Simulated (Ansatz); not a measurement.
```yaml
crystal:
  periodic: [false, false, false]
  atoms:
    - {symbol: N, position_ang: [-0.313692, 0.154166, 0.618453]}
    - {symbol: Si, position_ang: [0.278490, -1.447981, 0.245552]}
    - {symbol: S, position_ang: [0.791767, -1.747399, -1.809776]}
    - {symbol: Zn, position_ang: [0.474025, 0.410936, -2.084743]}
    - {symbol: Si, position_ang: [-0.247304, 1.664825, -0.250645]}
    - {symbol: H, position_ang: [-0.779345, 0.178473, 1.518690]}
    - {symbol: H, position_ang: [1.480889, -1.757310, 1.066026]}
    - {symbol: H, position_ang: [-0.784872, -2.416078, 0.625998]}
    - {symbol: H, position_ang: [-1.589641, 2.308743, -0.288335]}
    - {symbol: H, position_ang: [0.689694, 2.651635, 0.358780]}
basis:
  gaussian: {orbitals: cc-pVTZ-DK}
magnetization: {spin_polarized: true, initial_magnetization: 2}
hamiltonian: {xc: {name: TPSS}, dispersion: d4}
scf: {lower_state_search: full}
```

```sh
$ ansatz run in.yaml --threads 4 --pin off --events-out ev --progress --plain --max-ram 10444MiB
```

It prints (some lines left out):

```
Error: YAML parse error: error: line 17 column 19: hamiltonian.xc: no functional is named "TPSS"; the names, which are not case-sensitive, are SVWN5, SPW92, PBE, PBE0, PBEsol, revPBE, revPBE0, RPBE, rPW86-PBE, HSE06, wPBEh, LC-wPBE, HISS, HF, BLYP, B3LYP, B3LYP5, BHLYP, CAM-B3LYP, r2SCAN, r2SCANh, r2SCAN0, r2SCAN50, m-r2SCAN, B97, wB97, wB97X, wB97X-V, B97M-V, wB97M-V, B2PLYP, B2GP-PLYP, PBE0-DH, PBE-QIDH
15 |   gaussian: {orbitals: cc-pVTZ-DK}
16 | magnetization: {spin_polarized: true, initial_magnetization: 2}
17 | hamiltonian: {xc: {name: TPSS}, dispersion: d4}
18 | scf: {lower_state_search: full}
```

Task: What is wrong with this run?

Result: The method's name isn't one that the program takes here. The input was rejected before any iteration.

HSE06 is defined as in plane-wave codes.
